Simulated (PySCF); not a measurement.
**Excitation energy of Mn²⁺ by level of theory**

Mn²⁺ [Ar] 3d5 (6S) → Mn²⁺ [Ar] 3d4 4p1 (high-spin determinant), as a difference of total energies. Calculation: PySCF 2.14, in ANO-RCC-VTZP (6s5p3d2f1g, 59 functions); scalar relativity by spin-free X2C-1e. Correlated levels: valence: [Ar] frozen. The calculations carry no spin-orbit coupling.

| method | excitation energy (eV) |
| --- | --- |
| UHF | 13.101 |
| MP2 (valence) | 13.713 |
| SCS-MP2 (valence) | 13.305 |
| CCSD (valence) | 13.697 |
| CCSD(T) (valence) | 13.702 |

Q: How much does correlation contribute at CCSD(T) (valence)?

A: 13.702 − (13.101) = 0.601 eV, measured against UHF.

A first-order spin-orbit estimate (lowest level to lowest level, LS coupling) adds -0.108 eV.

The basis was made for the ground configuration and has no added diffuse functions, so the excitation energy can come out too high.

The determinant of the upper state mixes LS terms, which raises its energy above the lowest term, most at the Hartree-Fock and MP2 levels.
